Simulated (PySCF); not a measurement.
C4H3ClF2O2.
Numbering: `[CH3:1][O:2]/[C:3]([F:4])=[C:5](\[F:6])[C:7](=[O:8])[Cl:9]` (hydrogens: H10, H11, H12 on C1)

The same species was optimised twice, with GFN2-xTB and with PBE0-D3(BJ)/def2-SVP (PySCF), and the same property calculations (PySCF, gas phase) were run on both structures.

```
     coordinate  GFN2-xTB  PBE0-D3(BJ)/def2-SVP  change
     C7–Cl9 (Å)     1.760                 1.781  +0.021
      C3–F4 (Å)     1.330                 1.309  -0.021
      C5–F6 (Å)     1.349                 1.330  -0.019
      C5–C7 (Å)     1.452                 1.456  +0.004
      O2–C3 (Å)     1.312                 1.309  -0.003
      C3=C5 (Å)     1.357                 1.359  +0.002
      C1–O2 (Å)     1.424                 1.422  -0.002
      C7=O8 (Å)     1.192                 1.191  -0.001
   F4–C3–C5 (°)     119.9                 121.8    +1.9
   O2–C3–C5 (°)     123.9                 122.3    -1.6
   C3–C5–C7 (°)     124.3                 123.0    -1.3
   F6–C5–C7 (°)     118.7                 119.6    +0.9
   C1–O2–C3 (°)     118.5                 119.3    +0.8
  O8–C7–Cl9 (°)     121.1                 121.5    +0.4
   O2–C3–F4 (°)     116.2                 116.0    -0.2
   C3–C5–F6 (°)     117.1                 117.3    +0.2
C1–O2–C3–F4 (°)         0                     4      +4
C3–C5–C7–O8 (°)         0                    -1      -1
```

Rotational constants: A = 3185, B = 783.0, C = 631.0 MHz (GFN2-xTB) against A = 3198, B = 780.6, C = 630.0 MHz (PBE0-D3(BJ)/def2-SVP). Atoms that the bonding makes alike are paired by their places after alignment.

On the GFN2-xTB structure: lowest singlet, TDDFT (eV) 4.67 [PBE0/def2-SVPD]; lowest triplet, Tamm–Dancoff (eV) 3.19 [PBE0/def2-SVPD]; isotropic polarisability (au) 79.2 [PBE0/def2-SVPD]; HOMO (eV) -7.57 [PBE0/def2-SVPD]; LUMO (eV) -1.97 [PBE0/def2-SVPD]; dipole (D) 5.40 [PBE0/def2-SVPD]; HOMO (eV) -7.46 [PBE0/pcSseg-1]; LUMO (eV) -1.83 [PBE0/pcSseg-1]; dipole (D) 5.57 [PBE0/pcSseg-1]; GIAO shielding of C1 (ppm) 130.7 [PBE0/pcSseg-1]; GIAO shielding of O2 (ppm) 211.0 [PBE0/pcSseg-1]; GIAO shielding of C3 (ppm) 17.2 [PBE0/pcSseg-1]; GIAO shielding of F4 (ppm) 269.2 [PBE0/pcSseg-1]; GIAO shielding of C5 (ppm) 54.8 [PBE0/pcSseg-1]; GIAO shielding of F6 (ppm) 364.0 [PBE0/pcSseg-1]; GIAO shielding of C7 (ppm) 19.0 [PBE0/pcSseg-1]; GIAO shielding of O8 (ppm) -200.9 [PBE0/pcSseg-1].

**Question.** What do these properties become on the PBE0-D3(BJ)/def2-SVP structure?

**Answer.** 
```tsv
property	level	on GFN2-xTB	on PBE0-D3(BJ)/def2-SVP	change
lowest singlet, TDDFT (eV)	PBE0/def2-SVPD	4.67	4.73	+0.06
lowest triplet, Tamm–Dancoff (eV)	PBE0/def2-SVPD	3.19	3.17	-0.02
isotropic polarisability (au)	PBE0/def2-SVPD	79.2	79.6	+0.4
HOMO (eV)	PBE0/def2-SVPD	-7.57	-7.50	+0.07
LUMO (eV)	PBE0/def2-SVPD	-1.97	-1.93	+0.04
dipole (D)	PBE0/def2-SVPD	5.40	5.50	+0.10
energy, GFN2-xTB geometry as zero (kcal/mol)	PBE0/def2-SVPD	0.0	-0.6	-0.6
HOMO (eV)	PBE0/pcSseg-1	-7.46	-7.39	+0.07
LUMO (eV)	PBE0/pcSseg-1	-1.83	-1.79	+0.04
dipole (D)	PBE0/pcSseg-1	5.57	5.67	+0.10
energy, GFN2-xTB geometry as zero (kcal/mol)	PBE0/pcSseg-1	0.0	-0.3	-0.3
GIAO shielding of C1 (ppm)	PBE0/pcSseg-1	130.7	130.2	-0.5
GIAO shielding of O2 (ppm)	PBE0/pcSseg-1	211.0	211.4	+0.4
GIAO shielding of C3 (ppm)	PBE0/pcSseg-1	17.2	19.0	+1.8
GIAO shielding of F4 (ppm)	PBE0/pcSseg-1	269.2	273.8	+4.6
GIAO shielding of C5 (ppm)	PBE0/pcSseg-1	54.8	56.6	+1.8
GIAO shielding of F6 (ppm)	PBE0/pcSseg-1	364.0	370.7	+6.7
GIAO shielding of C7 (ppm)	PBE0/pcSseg-1	19.0	18.5	-0.5
GIAO shielding of O8 (ppm)	PBE0/pcSseg-1	-200.9	-192.8	+8.1
```

The heavy atoms differ by 0.024 Å rms after alignment. Among bonds between heavy atoms C3–F4 and C7–Cl9 change most and about equally (-0.021 to +0.021 Å). Changes are differences of the printed values. Neither structure is proved a minimum here.

Conformer computed: `[CH3:1][O:2]/[C:3]([F:4])=[C:5](\[F:6])[C:7](=[O:8])[Cl:9]`: C1–O2–C3–F4 4°, C3–C5–C7–O8 -1°.
